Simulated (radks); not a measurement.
Species: Ca XIII. Configuration: [He] 2s2 2p4.

All-electron calculation, scalar-relativistic Kohn-Sham, PBE, spin-polarised, spherical densities, point nucleus; open shells are filled with parallel spins first. Program: a radial shooting solver on a logarithmic mesh with Libxc functionals.

Energy parts (hartree):
part                       energy
total                  -597.42021
kinetic                 602.24636
electron-nucleus      -1297.53407
Hartree                 123.36165
exchange-correlation    -25.49416

Orbitals (lengths in bohr, moments of r in powers of bohr; <r^-3> diverges for s and p1/2; r(max) is where P^2 peaks):
orbital,occ.,eigenvalue (hartree),<r^2>,<r^-3>,r(max),<r^4>
1s up,1,-160.9249,0.007910,-,0.05026,0.0001607
1s down,1,-160.6908,0.007886,-,0.05022,0.0001597
2s up,1,-28.45360,0.1398,-,0.2903,0.03338
2s down,1,-28.02706,0.1415,-,0.2914,0.03430
2p up,3,-25.95381,0.1124,215.5,0.2350,0.02493
2p down,1,-25.45505,0.1144,212.8,0.2364,0.02593

The highest occupied level is 2p down at -692.67 eV. The density falls to 0.001 e/bohr^3 at r = 1.09 bohr.
